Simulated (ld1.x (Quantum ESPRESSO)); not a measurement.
# Ru (Z = 44): one change to a TM semilocal potential, before and after

Ru (Z = 44), norm-conserving Troullier–Martins (semilocal form), made with ld1.x (Quantum ESPRESSO) 7.5 (PBE, scalar-relativistic). Core [Kr], reference 4d7 5s1 5p0. Waves: 5s (bound): rc 2.45 bohr; 5p (bound, empty): rc 4.00 bohr; 4d (bound): rc 1.95 bohr. Local part: the d channel. Core correction: none.

Change: form changed from semilocal to separable (Kleinman–Bylander), still TM; local potential the p channel.

Cutoffs: the cutoffs (Ry, on a coarse ladder) from which the occupation-weighted sum of valence levels, in a spherical-Bessel basis at the reference potential, stays within 10 and 1 mRy of its value at 400 Ry; they do not see the model core or the augmentation charge, which bear on the density cutoff. Errors are all-electron minus pseudo energies relative to the spin-unpolarised reference configuration.

Question: How do hardness, ghosts and transferability respond?

Answer: The potential gets neither clearly harder nor softer (45 Ry and 55 Ry → 45 Ry and 55 Ry); of the 7 tests that both files solve, the error grows in 5 and shrinks in 2 by more than 15 % and 0.3 meV (median size 9.9 → 45.6 meV); the range in which the d phases agree narrows (upper end 2.7 → 0.3); neither file shows a bound ghost. In the semilocal form every listed channel keeps its own potential, so the choice of the local channel does not act on these tests. It acts once the file is put into the separable form. A semilocal file is local in each channel, so a ghost entry of none says nothing of the separable form that plane-wave codes build from it.

| quantity | base | changed |
| --- | --- | --- |
| cutoff, loose | 45 Ry | 45 Ry |
| cutoff, tight | 55 Ry | 55 Ry |
| bound ghosts | none | none |
| error for 4d7 5s0 5p0, meV [ΔE 7.29 eV] | +9.9 | +7.7 |
| error for 4d6 5s0 5p0, meV [ΔE 25.48 eV] | +52 | -112 |
| error for 4d5 5s0 5p0, meV [ΔE 56.10 eV] | -8.2 | -610 |
| error for 4d6 5s2 5p0, meV [ΔE 1.70 eV] | -50 | -81 |
| error for 4d7 5s0 5p1, meV [ΔE 3.46 eV] | +5.1 | +4.0 |
| error for 4d7 5s0.5 5p0, meV [ΔE 2.86 eV] | +1.0 | +1.4 |
| error for 4d6 5s1 5p0, meV [ΔE 10.11 eV] | -23 | -46 |
| s: phases at 4.36 bohr within 0.05 rad from the reference energy up to (Ry; the scan ends near 5) | 0.8 | 0.3 |
| p: phases at 4.36 bohr within 0.05 rad from the reference energy up to (Ry; the scan ends near 5) | 1.1 | 1.1 |
| d: phases at 4.36 bohr within 0.05 rad from the reference energy up to (Ry; the scan ends near 5) | 2.7 | 0.3 |
